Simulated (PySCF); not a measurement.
A calculated (LDA, PySCF 2.14, dyall-av2z, the spin-free X2C one-electron Hamiltonian (Gaussian nucleus)) atom or ion has these occupied shells.

```
shell  electrons  orbital energy (eV)  rms radius, mean of both spins (bohr)
 1s α          1             -10930.2                                 0.0543
 1s β          1             -10930.0                                 0.0543
 2s α          1              -1369.2                                  0.228
 2s β          1              -1369.2                                  0.228
 2p α          3              -1198.2                                  0.203
 2p β          3              -1198.0                                  0.203
 3s α          1              -168.88                                  0.672
 3s β          1              -168.67                                  0.672
 3p α          3              -116.62                                  0.703
 3p β          3              -116.37                                  0.703
 3d α          5              -30.935                                  0.832
 3d β          5              -30.447                                  0.832
 4s α          1              -13.730                                   2.22
 4p α          3               -5.452                                   2.95
```

Problem. Name the element and its charge.

Solution. Ge (germanium, neutral), in [Ar] 3d10 4s1 4p3, high-spin 5S determinant (an excited configuration).
